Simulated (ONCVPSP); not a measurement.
# Logarithmic derivatives: Ca, ONCV

* Element: calcium (Ca)
* Generator: ONCVPSP 4.0.1
* Type: optimised norm-conserving Vanderbilt (ONCV)
* Functional: PBE
* Relativity: scalar-relativistic
* Frozen core: [Ne]
* Valence charge: 10
* Reference configuration: 3s2 3p6 4s1.75 (charge +0.25)
* Partial waves: 3s+4s: rc 1.60 bohr, ncon 3, nbas 7, qcut 9 1/bohr, 2 projectors; 3p: rc 2.00 bohr, ncon 5, nbas 8, qcut 7.2 1/bohr, 2 projectors, debl 3.2 Ha; d scattering state at 0.37 Ha: rc 1.60 bohr, ncon 3, nbas 7, qcut 6 1/bohr, 3 projectors, debl 3.8 Ha
* Local potential: polynomial inside 1.15 bohr (lpopt 5, dvloc0 1 Ha)
* Core correction: polynomial model core, fcfact 0.75

In the d channel the program set the typed energies aside and used 0.050, 3.850, 7.650 Ha.

The phase is arctan(r·R′/R) of the radial function R(r), unwrapped; energies in Ha, scanned from -3 to 5 Ha. A pole is an energy at which the radial function vanishes at the test radius. The pseudo phase is shifted by a multiple of π to meet the all-electron one at the reference energy, and phase errors are pseudo minus all-electron; the curves can meet again beyond the range given. Levels narrower than the energy grid can be missing from the lists of poles.

Task: For each channel, where are the poles, and over which energies does the pseudopotential scatter like the atom?

Result:

```
channel  radius (bohr)  reference energy (Ha)  poles, all-electron  poles, pseudo  unbroken range about the reference energy with phases within 0.05 rad  phase error 1 Ha above the reference energy (rad)
      s           1.62                  -0.18                -0.95          -0.95                                                        the whole range                                             -0.000
      p           2.03                  -1.09          -0.77, 4.26    -0.77, 4.25                                                        the whole range                                             -0.000
      d           1.62                   0.05                 1.06           1.05                                                        the whole range                                             -0.000
```

Phases in the p channel:

```
E (Ha)  all-electron  pseudo
 -2.98         1.259   1.259
 -2.54         1.198   1.198
 -2.10         1.077   1.077
 -1.66         0.681   0.681
 -1.22        -0.992  -0.992
 -0.78        -1.565  -1.565
 -0.34        -1.754  -1.754
  0.10        -1.918  -1.918
  0.54        -2.181  -2.182
  0.98        -2.827  -2.828
  1.42        -3.817  -3.817
  1.86        -4.268  -4.268
  2.30        -4.452  -4.452
  2.74        -4.550  -4.550
  3.18        -4.613  -4.613
  3.62        -4.659  -4.659
  4.06        -4.697  -4.697
  4.50        -4.731  -4.732
  4.94        -4.765  -4.766
```
